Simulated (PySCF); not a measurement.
Isomers of C7H13NS, from PySCF, PBE0-D3(BJ)/def2-SVP geometry optimisation, gas phase. One conformer each, no zero-point energy, no frequencies.

Problem. Which isomer lies lower at this level?
A. `[CH3:1][C:2](=[S:3])[NH:4][C@H:5]1[CH2:6][C@H:7]([CH3:8])[CH2:9]1` with C1–C2–N4–C5 -179°, C2–N4–C5–C6 136°, N4–C5–C6–C7 142°, C5–C6–C7–C8 97°, C6–C7–C9–C5 19°, N4–C5–C9–C7 -141°: A = 2873, B = 680.8, C = 606.2 MHz, dipole 4.42 D
B. `[CH3:1][CH2:2][C:3]([CH3:4])([CH3:5])[C@H:6]([SH:7])[C:8]#[N:9]` with C1–C2–C3–C4 -64°, C2–C3–C6–S7 180°, C3–C6–S7–H -75°: A = 1566, B = 1169, C = 899.8 MHz, dipole 3.29 D

Solution. A. That is `CC(=S)N[C@H]1C[C@H](C)C1`, 4.2 kcal/mol below the other.

| SMILES | mapped SMILES | E (Eh) | relative (kcal/mol) | relative (kJ/mol) | dipole (D) |
| --- | --- | --- | --- | --- | --- |
| CC(=S)N[C@H]1C[C@H](C)C1 | [CH3:1][C:2](=[S:3])[NH:4][C@H:5]1[CH2:6][C@H:7]([CH3:8])[CH2:9]1 | -726.63080 | 0.0 | 0.0 | 4.42 |
| CCC(C)(C)[C@H](S)C#N | [CH3:1][CH2:2][C:3]([CH3:4])([CH3:5])[C@H:6]([SH:7])[C:8]#[N:9] | -726.62417 | 4.2 | 17.4 | 3.29 |

As drawn, the lower has a four-membered ring, an N–H bond and a C=S bond, which the higher lacks; the higher has a C≡N group, an S–H bond and a quaternary carbon, which the lower lacks.
